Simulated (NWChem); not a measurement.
System meant: SiH3O3Cl; SMILES O[Si](O)(O)Cl

The following NWChem deck was run.

```
start job
memory heap 200 mb stack 700 mb global 900 mb
geometry units angstroms noautoz
  O     -0.036764     1.545014    -0.975939
  Si     0.000000     0.000000    -0.436023
  O      1.356404    -0.740669    -0.975939
  O     -1.319640    -0.804345    -0.975939
  Cl     0.000000     0.000000     1.635347
  H     -0.764982     2.100319    -0.683059
  H      2.201421    -0.387666    -0.683059
  H     -1.436439    -1.712654    -0.683059
end
basis spherical
  O library def2-svp
  Si library def2-svp
  Cl library def2-svp
  H library def2-svp
end
dft
  xc b3lyp
  iterations 150
end
tddft
  cis
  nroots 4
  notriplet
end
task tddft energy
```

End of the output:

```
 Vector   32  Occ=0.000000D+00  E= 6.264303D-02  Symmetry=e+
              MO Center=  5.8D-01, -8.2D-01,  4.7D-01, r^2= 6.4D+00
   Bfn.  Coefficient  Atom+Function         Bfn.  Coefficient  Atom+Function
  ----- ------------  ---------------      ----- ------------  ---------------
    80      1.021899  6 H  s                  3     -0.698022  1 O  s
    90     -0.588509  8 H  s                 85     -0.433391  7 H  s
    49      0.391446  4 O  s                 35      0.306577  3 O  s
     8      0.269749  1 O  py                25      0.243376  2 Si px
     5      0.175413  1 O  py                53     -0.173679  4 O  px

 center of mass
 --------------
 x =   0.00000000 y =  -0.00000000 z =  -0.05819618

 moments of inertia (a.u.)
 ------------------
         752.335819525284           0.000000000000          -0.000000000000
           0.000000000000         752.335819525284           0.000000000000
          -0.000000000000           0.000000000000         463.219341029791

     Multipole analysis of the density
     ---------------------------------

     L   x y z        total         alpha         beta         nuclear
     -   - - -        -----         -----         ----         -------
     0   0 0 0     -0.000000    -29.000000    -29.000000     58.000000

     1   1 0 0     -0.000000     -0.000000     -0.000000     -0.000000
     1   0 1 0      0.000000      0.000000      0.000000      0.000000
     1   0 0 1     -0.238266     -0.119133     -0.119133      0.000000

     2   2 0 0    -27.354441    -78.234671    -78.234671    129.114902
     2   1 1 0     -0.000000     -0.000000     -0.000000      0.000000
     2   1 0 1     -0.000000     -0.000000     -0.000000      0.000000
     2   0 2 0    -27.354441    -78.234671    -78.234671    129.114902
     2   0 1 1      0.000000      0.000000      0.000000      0.000000
     2   0 0 2    -35.313618   -146.462775   -146.462775    257.611932

 ------------------------------------------------------------------------
 tddft_init: non-Abelian symmetry not permitted                   0
 ------------------------------------------------------------------------
 ------------------------------------------------------------------------
  current input line :
    28: task tddft energy
 ------------------------------------------------------------------------
 ------------------------------------------------------------------------
 There is an error related to the specified geometry
 ------------------------------------------------------------------------
 For more information see the NWChem manual at https://nwchemgit.github.io

0:tddft_init: non-Abelian symmetry not permitted:Received an Error in Communication
```

### Question
Find the fault in this run and fix the input.

### Answer
The run crashed. Cause: the TDDFT module takes Abelian point groups alone, and the geometry was found to have a non-Abelian one. This input runs:
```
start job
memory heap 200 mb stack 700 mb global 900 mb
geometry units angstroms noautosym nocenter noautoz
  O     -0.036764     1.545014    -0.975939
  Si     0.000000     0.000000    -0.436023
  O      1.356404    -0.740669    -0.975939
  O     -1.319640    -0.804345    -0.975939
  Cl     0.000000     0.000000     1.635347
  H     -0.764982     2.100319    -0.683059
  H      2.201421    -0.387666    -0.683059
  H     -1.436439    -1.712654    -0.683059
end
basis spherical
  * library def2-svp
end
dft
  xc b3lyp
  iterations 150
end
tddft
  cis
  nroots 4
  notriplet
end
task tddft energy
```
It converges to -976.98091 Ha (B3LYP/def2-SVP, TDA).
